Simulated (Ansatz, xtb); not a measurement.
Relative energy of two structures of ClFHO2Si2

Structure I is a doublet given by its coordinates and structure II is a doublet given by its coordinates. Both are isolated molecules in the gas phase, relaxed with B3LYP-D3(BJ)/def2-SVP.

I (Å):

```xyz
7

Cl    1.0341    1.5617    0.3914
F    -2.3221   -1.3548    0.1015
O    -1.5047    0.8839   -1.3098
O     0.0583   -0.9212   -1.2465
Si   -1.6411   -0.8129   -1.2622
Si    0.1875    0.7694   -1.2943
H     0.8628    1.3125   -2.4825
```

Close contacts (Å): Cl1–Si6 2.05, F2–Si5 1.62, O3–Si5 1.70, O3–Si6 1.70, O4–Si5 1.70, O4–Si6 1.70, Si5–Si6 2.42, Si6–H7 1.47.

II (Å):

```yaml
atoms:
  - { symbol: Cl, position_ang: [0.6069, 3.0029, -1.2691] }
  - { symbol: F, position_ang: [-0.9814, -2.0991, -0.5081] }
  - { symbol: O, position_ang: [0.4365, -0.1131, -1.7674] }
  - { symbol: O, position_ang: [-0.8375, 0.5670, 0.1334] }
  - { symbol: Si, position_ang: [-1.0263, -0.5954, -1.0762] }
  - { symbol: Si, position_ang: [0.6525, 1.0615, -0.5438] }
  - { symbol: H, position_ang: [-2.2200, -0.4685, -1.9217] }
```

Close contacts (Å): Cl1–Si6 2.07, F2–Si5 1.61, O3–Si5 1.69, O3–Si6 1.71, O4–Si5 1.69, O4–Si6 1.71, Si5–Si6 2.42, Si5–H7 1.47.

Energies in hartree; the thermal terms are from B3LYP-D3(BJ)/def2-SVP harmonic frequencies (ideal gas, rigid rotor, one conformer each, 298.15 K, 1 atm) and include the zero-point energy:

|  | I | II |
| --- | --- | --- |
| E, CCSD(T)/def2-SVP | −1287.685930 | −1287.691155 |
| E, MP2/def2-SVP | −1287.640328 | −1287.644770 |
| E, MP2/def2-TZVPP | −1288.616775 | −1288.620931 |
| zero-point energy | 0.023540 | 0.023591 |
| H(298 K) − E | 0.030881 | 0.030980 |
| G(298 K) − E | −0.008863 | −0.008818 |

Task: Correct the CCSD(T) difference for the basis set by the MP2 change, then work out ΔE, ΔE₀, ΔH and ΔG for I → II in kJ/mol (1 Eh = 2625.50 kJ/mol) and the equilibrium ratio [II]/[I].

Result: 1. Differences II − I: CCSD(T) −0.005225, MP2 in the small set −0.004442, MP2 in the large set −0.004156 Eh.
2. ΔE = −0.005225 + (−0.004156 − (−0.004442)) = −0.004939 Eh = −12.97 kJ/mol.
3. ΔE₀ = ΔE + ΔZPE = −0.004939 + (+0.000051) Eh = −12.83 kJ/mol.
4. ΔH = ΔE + (+0.000099) Eh = −12.71 kJ/mol.
5. ΔG = ΔE + (+0.000045) Eh = −12.85 kJ/mol, so ΔS = (ΔH − ΔG)/T = +0.5 J/(mol K).
6. kT = 0.9442 mEh, so K = [II]/[I] = exp(−ΔG/kT) = exp(+5.18) ≈ 180.

Structure II is favoured at this temperature. An error of 4 kJ/mol in ΔG would change K by a factor of 5. Mirror images and further conformers aren't counted.

Other levels gave ΔE = −25.2 (GFN2-xTB); −28.8 (HF/STO-3G, GFN2-xTB geometries); −19.3 (r2SCAN-D4/def2-SVP, GFN2-xTB geometries); −15.5 (B3LYP-D3(BJ)/def2-SVP); −13.5 (HF/def2-SVP); −11.7 (MP2/def2-SVP); −13.7 (CCSD(T)/def2-SVP) kJ/mol. Open shells are spin-unrestricted. The correlated steps freeze 18 core orbitals. Programs: Ansatz 0.2.0, xtb 6.7.1.
